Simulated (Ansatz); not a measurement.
BrH3NSi, SMILES `N[SiH]Br` radical, 6 atoms. The species carries charge 0 and has multiplicity 2. Correlated methods include outer-core shells of Br, which these sets cover unevenly. Scalar relativity is left out up to krypton. Hardware: A = 2 threads of a server CPU on a shared host; B = 2 threads of an AMD EPYC 7R13 on a shared host and a share of an NVIDIA H100 80 GB. Correlated methods freeze the cores. Open-shell runs search over several starts.

Question: How many basis functions does each run have, and how long does it take in Ansatz? UKS PBE0-D4/def2-QZVPP energy [A]; UHF-CCSD(T)/def2-TZVPP energy [B]; UKS revPBE-D4/def2-TZVPP energy [A]; UKS PBE0-D4/def2-SVP energy [A]; direct RPA on PBE orbitals/def2-TZVPP energy [A]; UKS PBE0-D4/def2-TZVP relaxation (14 steps) [A]; UKS r2SCANh-D4/def2-TZVPP energy [A]; UHF-CCSD(T)/def2-QZVPP energy [B]; UKS PBE0-D4/def2-TZVP frequencies [A]; UKS ωB97M-V/def2-QZVPP energy [A]; UKS BHLYP-D4/def2-TZVPP energy [A]; UKS r2SCAN-D4/def2-TZVPP energy and forces [A]. (Best estimate.)

Answer: The calculation gave: Other jobs shared the machine, so times are rough.

```
                                level                        job  functions  wall time  peak host memory (GiB)
                 UKS PBE0-D4/def2-SVP                 energy [A]         79      1.6 s                    0.35
             UKS revPBE-D4/def2-TZVPP                 energy [A]        163      2.2 s                    0.34
               UHF-CCSD(T)/def2-TZVPP                 energy [B]        163      3.2 s                    0.83
              UKS BHLYP-D4/def2-TZVPP                 energy [A]        163      3.4 s                    0.52
direct RPA on PBE orbitals/def2-TZVPP                 energy [A]        163      4.6 s                    0.46
             UKS r2SCAN-D4/def2-TZVPP      energy and forces [A]        163        6 s                    0.34
            UKS r2SCANh-D4/def2-TZVPP                 energy [A]        163      6.5 s                    0.55
               UKS PBE0-D4/def2-QZVPP                 energy [A]        306       11 s                     1.1
               UHF-CCSD(T)/def2-QZVPP                 energy [B]        306       18 s                    0.88
               UKS ωB97M-V/def2-QZVPP                 energy [A]        306       22 s                     1.4
                UKS PBE0-D4/def2-TZVP  relaxation (14 steps) [A]        134       46 s                    0.39
                UKS PBE0-D4/def2-TZVP            frequencies [A]        134       83 s                    0.39
```
